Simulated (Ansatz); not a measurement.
Geometry optimisation, Ansatz, UKS BHLYP-D4/def2-SVP.

The input (input.yaml):

```yaml
crystal:
  periodic: [false, false, false]
  atoms:
    - { symbol: Si, position_ang: [-0.226394, 0.263582, 0.078777] }
    - { symbol: H, position_ang: [0.544273, 0.23778, 2.635492] }
    - { symbol: Cl, position_ang: [1.826683, 0.167382, -0.20379] }
    - { symbol: Cl, position_ang: [-1.012049, 1.422441, -1.469583] }
    - { symbol: H, position_ang: [-0.787364, -1.082959, -0.121718] }
    - { symbol: O, position_ang: [0.134551, -0.608727, 2.379042] }
    - { symbol: H, position_ang: [-0.676402, -0.653899, 2.884079] }
magnetization:
  spin_polarized: true
  initial_magnetization: 1
basis:
  gaussian: { orbitals: def2-SVP }
hamiltonian:
  xc: { name: BHLYP }
  dispersion: d4
relax:
  f_tol: 0.03
  max_steps: 50
```

Command:

```bash
$ ansatz run input.yaml --threads 2 --pin off --max-ram 3072MiB --backend cpu --events-out ev --progress --plain --runs-dir out
```

**Question.** Where does it end, and by what steps?

**Answer.** It converged. The force dipped under the threshold on the way, but the program's further checks kept it going. After 17 steps the energy has fallen by 0.124 eV; H2 moved furthest, 0.85 Å.

```
step  energy less start (eV)  largest force component (eV/Å)  accepted
   0                  0.0000                           0.874       yes
   1                 -0.0351                           1.067       yes
   2                 -0.0540                           0.707       yes
   3                 -0.0722                           0.802       yes
   4                 -0.0934                           0.273       yes
   5                 -0.1069                           0.126       yes
   6                 -0.1103                           0.082       yes
   7                 -0.0958                           1.004        no
   8                 -0.1166                           0.037       yes
   9                 -0.1191                           0.387       yes
  10                 -0.1222                           0.045       yes
  11                 -0.1231                           0.023       yes
  12                 -0.1197                           0.422        no
  13                 -0.1238                           0.089       yes
  14                 -0.1235                           0.142        no
  15                 -0.1242                           0.050       yes
  16                 -0.1243                           0.045       yes
  17                 -0.1244                           0.027       yes
```

```xyz
7
Properties=species:S:1:pos:R:3
Si -0.422 0.295 -0.025
H 0.833 -0.549 2.500
Cl 1.640 0.562 0.171
Cl -0.984 1.276 -1.772
H -0.676 -1.142 -0.245
O -0.119 -0.636 2.437
H -0.470 -0.061 3.117
```

Time of the run: 49 s on 2 threads of Arm Neoverse V1, on a shared host, peak memory 0.24 GiB.
